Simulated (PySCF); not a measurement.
Q: Give a PBE0-D3(BJ)/def2-SVP geometry of InChI=1S/C2H7BCl2Si/c1-2-6-3(4)5/h2,6H2,1H3.

A: 
```xyz
13
C2H7BCl2Si angstrom
C     -0.8313    0.5640   -1.0780
C     -0.2363   -0.6593   -0.3873
Si     1.3331   -0.3079    0.6177
B      2.6944    0.5240   -0.6262
Cl     3.7369   -0.4831   -1.6091
Cl     2.7832    2.2593   -0.8506
H     -1.7548    0.3116   -1.6225
H     -1.0823    1.3566   -0.3553
H     -0.1325    1.0043   -1.8069
H     -0.9700   -1.1124    0.3015
H      0.0118   -1.4435   -1.1230
H      1.0229    0.6304    1.7431
H      1.8646   -1.5861    1.1871
```

Orientation and origin are arbitrary. Atoms count from 1 in this order. Si3 (SiH2 silicon) is tetrahedral (angles from 107.9° to 110.3°). B4 (three-coordinate boron) is planar (angles 121.3°, 120.6° and 117.9°, sum 359.8°, 0.04 Å off the plane of its three neighbours).

Bonds between heavy atoms (Å): C1–C2 1.526, C2–Si3 1.897, Si3–B4 2.023, B4–Cl5 1.751, B4–Cl6 1.752.

Method: PBE0-D3(BJ)/def2-SVP geometry optimisation, gas phase in PySCF.

Point group: C1 (no symmetry element, even within 0.4 Å). No PBE0-D3(BJ)/def2-SVP frequencies stand behind this structure, so it isn't proved a minimum. One conformer, not necessarily the lowest (C1–C2–Si3–B4 -57°, C2–Si3–B4–Cl5 -85°).
